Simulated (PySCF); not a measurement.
A species of formula C8H7FSi has this rotational fingerprint, computed with PBE0-D3(BJ)/def2-SVP geometry optimisation, gas phase in PySCF:

| Quantity | Value |
| --- | --- |
| Rotational constants | A = 2670, B = 825.6, C = 635.3 MHz |
| Dipole components | \|μa\| = 1.54 D, \|μb\| = 0.19 D, \|μc\| = 0.00 D |
| Inertial defect | -5.97 u·Å² |
| κ | -0.81 |

Question: Which structure is it? (One computed conformer of each.)
A. `FC1=Cc2ccccc2[SiH2]1`
B. `Fc1cccc2c1C=C[SiH2]2`

Answer: A. It is FC1=Cc2ccccc2[SiH2]1, an asymmetric top, point group Cs. The candidates at the same level (rigid rotor, commonest isotopes):

```json
{"SMILES": "Fc1cccc2c1C=C[SiH2]2", "A (MHz)": "1966", "B (MHz)": "1061", "C (MHz)": "694.7", "μa (D)": "0.10", "μb (D)": "0.88", "μc (D)": "0.00", "Δ (u·Å²)": "-5.90", "point group": "Cs", "rotor": "asymmetric top"}
{"SMILES": "FC1=Cc2ccccc2[SiH2]1", "A (MHz)": "2670", "B (MHz)": "825.6", "C (MHz)": "635.3", "μa (D)": "1.54", "μb (D)": "0.19", "μc (D)": "0.00", "Δ (u·Å²)": "-5.97", "point group": "Cs", "rotor": "asymmetric top"}
```

`Fc1cccc2c1C=C[SiH2]2` has B 29 % too high. In the right answer the mirror of this Cs structure is the ab plane, so μc vanishes by symmetry. No structure here is proved a minimum.
